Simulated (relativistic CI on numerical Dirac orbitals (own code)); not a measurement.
Slater and spin-orbit integrals, Re³⁵⁺

Method of calculation: Dirac-Coulomb-Breit CI, KLI orbitals optimised for each configuration, QED by a radiative potential, unscaled Slater integrals (own radial code, finite nucleus).

Slater integrals F^k, G^k are unscaled and averaged over j, outside the closed core [Ar] 3d10; ζ comes from projecting the Hamiltonian with its Breit term on Σ l·s of the shell.

- 4s²4p⁶4d⁴: F^2(4d,4d) = 239690, F^4(4d,4d) = 163240, ζ(4d) = 62653 cm⁻¹; <r>(4d) = 0.4188, <r^2>(4d) = 0.2005 (bohr units).
- 4s²4p⁶4d³4f: F^2(4d,4d) = 239540, F^4(4d,4d) = 163130, ζ(4d) = 62590, F^2(4d,4f) = 241080, F^4(4d,4f) = 157050, G^1(4d,4f) = 246520, G^3(4d,4f) = 170790, G^5(4d,4f) = 125760, ζ(4f) = 10880 cm⁻¹; <r>(4d) = 0.4192, <r^2>(4d) = 0.2008, <r>(4f) = 0.3937, <r^2>(4f) = 0.1757 (bohr units).
- 4s²4p⁵4d⁵: ζ(4p) = 505710, F^2(4d,4d) = 239630, F^4(4d,4d) = 163190, F^2(4p,4d) = 240890, G^1(4p,4d) = 299010, G^3(4p,4d) = 191530, ζ(4d) = 62414 cm⁻¹; <r>(4p) = 0.4167, <r^2>(4p) = 0.1965, <r>(4d) = 0.4189, <r^2>(4d) = 0.2006 (bohr units).

Problem. Give the Racah parameters of the d shell in 4s²4p⁶4d⁴.

Solution. B = F²/49 − 5F⁴/441 = 3041 cm⁻¹ and C = 35F⁴/441 = 12955 cm⁻¹.

Averages of the first 10 configurations, taken without configuration mixing, which lowers the lowest level and can move excited configurations by several eV; other configurations of the list can lie among them:

| Configuration | Parity | States | Average energy above the lowest level (eV) |
| --- | --- | --- | --- |
| 4s²4p⁶4d⁴ | even | 210 | 50.4 |
| 4s²4p⁶4d³4f | odd | 1680 | 261.4 |
| 4s²4p⁵4d⁵ | odd | 1512 | 265.3 |
| 4s4p⁶4d⁵ | even | 504 | 441.6 |
| 4s4p⁶4d⁴4f | odd | 5880 | 650.4 |
| 4s²4p⁶4d³5s | even | 240 | 518.3 |
| 4s²4p⁶4d³5d | even | 1200 | 686.6 |
| 4s²4p⁶4d³5g | even | 2160 | 840.3 |
| 4p⁶4d⁶ | even | 210 | 837.2 |
| 4p⁵4d⁷ | odd | 720 | 1048.8 |
